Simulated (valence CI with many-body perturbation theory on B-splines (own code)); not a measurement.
**E1 line list for Ba XXIV**

Computed by relativistic CI+MBPT: five valence electrons over a frozen Dirac-Fock core [Ar] 3d10, a basis of 9 s, 9 p, 8 d, 6 f, 3 g, 1 h functions for each j, with the one-electron correlation potential Σ1, the two-electron term Σ2, the three-electron term Σ3, Breit, model QED; selected CI, second order for the rest (own B-spline code, finite nucleus).

No measured spectrum was set against this ion. As an estimate, levels hold to about 250 cm⁻¹ or 0.2 % of their energy and the worst to 1 %, as in measured heavy ions of charge 2 to 7; those with d or f electrons hold less well. Among the levels kept, up to 270 cm⁻¹ of a level comes from second order outside the variational space, and about a tenth of that is noise between levels of different J, which matters for small intervals.

Lines 1 to 50 of 183 in falling wavelength, among levels below 166.99 eV, chosen from the strongest by gf and those to the six lowest levels. Wavelengths and rates use the calculated energies, so an error of 2000 cm⁻¹ moves a line at 424.2 Å by 0.85 % and its rate by three times that or more. Electric multipoles are in the length gauge, E1 and E2 with the static RPA response of the core. Weak lines are less certain than strong ones. Lines between different terms over intervals too small for the method are left out, as are lines whose strength nearly cancels. The highest levels of a list are the least certain.

Levels are named by their leading jj configuration (3d3/2^4 stands for four electrons in 3d with j = 3/2), which in mixed levels can hold well under half, so a name can repeat and another be missing. Letters in brackets count levels of one name in rising energy.

```csv
λ vac (Å),Upper,Lower,A (s⁻¹),S (a.u.) with core polarisation,S without
424.2,(4s 4p1/2^2 4p3/2^2) J=5/2,(4s^2 4p3/2^3) J=3/2,5.23e+06,1.18e-03,1.28e-03
331.3,(4s 4p1/2^2 4p3/2 4d3/2) J=5/2,(4s^2 4p1/2 4p3/2 4d3/2) J=3/2 [b],2.18e+08,2.34e-02,2.54e-02
330.1,(4s 4p1/2^2 4p3/2^2) J=3/2,(4s^2 4p3/2^3) J=3/2,1.68e+08,1.19e-02,1.29e-02
327.9,(4s 4p1/2^2 4p3/2 4d3/2) J=3/2 [a],(4s^2 4p1/2 4p3/2 4d3/2) J=1/2 [b],9.94e+07,6.92e-03,7.51e-03
322.7,(4s 4p1/2^2 4p3/2^2) J=1/2,(4s^2 4p3/2^3) J=3/2,8.83e+07,2.93e-03,3.16e-03
321.8,(4p1/2^2 4p3/2^3) J=3/2,(4s^2 4p1/2 4p3/2 4d5/2) J=3/2 [a],2.09e+08,1.38e-02,1.49e-02
317.2,(4s 4p1/2^2 4p3/2 4d3/2) J=7/2,(4s^2 4p1/2 4p3/2 4d3/2) J=5/2 [b],4.09e+08,5.15e-02,5.58e-02
297.4,(4s 4p1/2^2 4p3/2 4d3/2) J=5/2,(4s^2 4p1/2 4p3/2 4d5/2) J=3/2 [a],7.53e+07,5.86e-03,6.35e-03
284.3,(4s 4p1/2^2 4p3/2 4d3/2) J=7/2,(4s^2 4p1/2 4p3/2 4d5/2) J=5/2 [a],2.85e+08,2.59e-02,2.80e-02
275.2,(4p1/2^2 4p3/2^3) J=3/2,(4s^2 4p1/2 4p3/2 4d3/2) J=3/2 [a],3.08e+08,1.27e-02,1.38e-02
274.9,(4s 4p1/2^2 4p3/2 4d3/2) J=7/2,(4s^2 4p1/2 4p3/2 4d5/2) J=9/2,8.96e+07,7.35e-03,7.94e-03
259.6,(4s 4p1/2^2 4p3/2 4d5/2) J=9/2,(4s^2 4p1/2 4p3/2 4d5/2) J=9/2,1.17e+09,1.01e-01,1.10e-01
257.7,(4s 4p1/2^2 4p3/2 4d3/2) J=1/2,(4s^2 4p1/2 4p3/2 4d3/2) J=3/2 [a],5.53e+08,9.33e-03,1.01e-02
257.5,(4s 4p1/2^2 4p3/2 4d3/2) J=3/2 [b],(4s^2 4p1/2 4p3/2 4d5/2) J=3/2 [a],5.16e+08,1.74e-02,1.88e-02
257.1,(4s 4p1/2^2 4p3/2 4d3/2) J=5/2,(4s^2 4p1/2 4p3/2 4d3/2) J=3/2 [a],4.16e+08,2.09e-02,2.27e-02
255.0,(4s 4p1/2^2 4p3/2 4d3/2) J=3/2 [a],(4s^2 4p1/2 4p3/2 4d3/2) J=3/2 [a],1.21e+09,3.97e-02,4.30e-02
254.2,(4s 4p1/2 4p3/2^3) J=3/2 [a],(4s^2 4p3/2^3) J=3/2,1.69e+08,5.49e-03,5.96e-03
252.8,(4s 4p1/2^2 4p3/2 4d3/2) J=5/2,(4s^2 4p1/2 4p3/2 4d3/2) J=7/2,3.78e+08,1.81e-02,1.95e-02
251.2,(4s 4p1/2^2 4p3/2 4d3/2) J=3/2 [b],(4s^2 4p1/2 4p3/2 4d5/2) J=5/2 [a],6.82e+08,2.13e-02,2.31e-02
249.1,(4s 4p1/2^2 4p3/2 4d3/2) J=7/2,(4s^2 4p1/2 4p3/2 4d3/2) J=7/2,1.39e+09,8.51e-02,9.21e-02
248.7,(4s 4p1/2^2 4p3/2 4d3/2) J=1/2,(4s^2 4p1/2 4p3/2 4d3/2) J=1/2 [a],1.69e+09,2.57e-02,2.78e-02
246.2,(4s 4p1/2^2 4p3/2 4d3/2) J=3/2 [a],(4s^2 4p1/2 4p3/2 4d3/2) J=1/2 [a],3.13e+08,9.22e-03,9.98e-03
244.0,(4s 4p1/2^2 4p3/2^2) J=5/2,(4s^2 4p1/2 4p3/2^2) J=5/2,1.73e+09,7.46e-02,8.07e-02
242.7,(4s 4p1/2^2 4p3/2 4d5/2) J=9/2,(4s^2 4p1/2 4p3/2 4d5/2) J=7/2 [a],2.04e+09,1.44e-01,1.56e-01
240.6,(4s 4p1/2^2 4p3/2 4d3/2) J=5/2,(4s^2 4p1/2 4p3/2 4d3/2) J=5/2 [a],1.40e+09,5.80e-02,6.27e-02
238.7,(4s 4p1/2^2 4p3/2 4d3/2) J=3/2 [a],(4s^2 4p1/2 4p3/2 4d3/2) J=5/2 [a],6.81e+08,1.83e-02,1.98e-02
237.3,(4s 4p1/2^2 4p3/2 4d3/2) J=7/2,(4s^2 4p1/2 4p3/2 4d3/2) J=5/2 [a],3.39e+08,1.79e-02,1.93e-02
237.3,(4s^2 4p1/2^2 4d3/2) J=3/2,(4s^2 4p3/2^3) J=3/2,1.21e+07,3.19e-04,3.42e-04
236.5,(4s 4p1/2^2 4p3/2 4d5/2) J=9/2,(4s^2 4p1/2 4p3/2 4d3/2) J=7/2,2.15e+08,1.41e-02,1.52e-02
230.1,(4s 4p1/2 4p3/2^3) J=5/2,(4s^2 4p3/2^3) J=3/2,3.65e+09,1.32e-01,1.43e-01
228.8,(4s 4p1/2^2 4p3/2^2) J=5/2,(4s^2 4p1/2 4p3/2^2) J=3/2,3.62e+09,1.29e-01,1.39e-01
227.9,(4p1/2^2 4p3/2^3) J=3/2,(4s 4p1/2 4p3/2^3) J=3/2 [b],6.84e+09,1.60e-01,1.73e-01
226.4,(4s 4p1/2^2 4p3/2^2) J=3/2,(4s^2 4p1/2 4p3/2^2) J=1/2,3.54e+07,8.10e-04,8.82e-04
222.9,(4s 4p1/2^2 4p3/2^2) J=1/2,(4s^2 4p1/2 4p3/2^2) J=1/2,5.31e+09,5.80e-02,6.28e-02
222.7,(4p1/2^2 4p3/2^3) J=3/2,(4s 4p1/2 4p3/2^3) J=1/2,3.82e+09,8.32e-02,9.01e-02
216.9,(4s^2 4p1/2^2 4d5/2) J=5/2,(4s^2 4p3/2^3) J=3/2,1.31e+08,3.96e-03,4.27e-03
215.3,(4s 4p1/2^2 4p3/2 4d3/2) J=5/2,(4s 4p1/2 4p3/2^3) J=3/2 [b],1.93e+08,5.70e-03,6.17e-03
215.1,(4p1/2^2 4p3/2^3) J=3/2,(4s^2 4p1/2^2 4d5/2) J=5/2,1.74e+08,3.41e-03,3.69e-03
213.8,(4s 4p1/2^2 4p3/2 4d3/2) J=3/2 [b],(4s^2 4p1/2 4p3/2 4d3/2) J=5/2 [a],2.44e+09,4.71e-02,5.09e-02
209.7,(4s 4p1/2 4p3/2^3) J=1/2,(4s^2 4p3/2^3) J=3/2,2.18e+09,1.99e-02,2.15e-02
209.6,(4s 4p1/2^2 4p3/2^2) J=3/2,(4s^2 4p1/2 4p3/2^2) J=5/2,4.34e+09,7.89e-02,8.52e-02
205.2,(4s 4p1/2 4p3/2^3) J=3/2 [b],(4s^2 4p3/2^3) J=3/2,3.45e+09,5.88e-02,6.37e-02
203.9,(4s 4p1/2^2 4p3/2 4d3/2) J=5/2,(4s^2 4p1/2^2 4d5/2) J=5/2,5.41e+08,1.36e-02,1.46e-02
203.5,(4p1/2^2 4p3/2^3) J=3/2,(4s 4p1/2 4p3/2^3) J=5/2,1.54e+10,2.57e-01,2.78e-01
202.5,(4s 4p1/2^2 4p3/2 4d3/2) J=3/2 [a],(4s^2 4p1/2^2 4d5/2) J=5/2,1.99e+08,3.26e-03,3.51e-03
201.5,(4s 4p1/2^2 4p3/2 4d3/2) J=7/2,(4s^2 4p1/2^2 4d5/2) J=5/2,5.55e+08,1.79e-02,1.95e-02
198.3,(4s 4p1/2^2 4p3/2^2) J=3/2,(4s^2 4p1/2 4p3/2^2) J=3/2,1.32e+09,2.03e-02,2.20e-02
198.1,(4p1/2^2 4p3/2^3) J=3/2,(4s^2 4p1/2^2 4d3/2) J=3/2,9.01e+08,1.38e-02,1.50e-02
195.6,(4s 4p1/2^2 4p3/2^2) J=1/2,(4s^2 4p1/2 4p3/2^2) J=3/2,3.11e+08,2.30e-03,2.49e-03
192.2,(4s 4p1/2^2 4p3/2 4d3/2) J=3/2 [a],(4s 4p1/2 4p3/2^3) J=5/2,1.43e+09,2.00e-02,2.17e-02
```
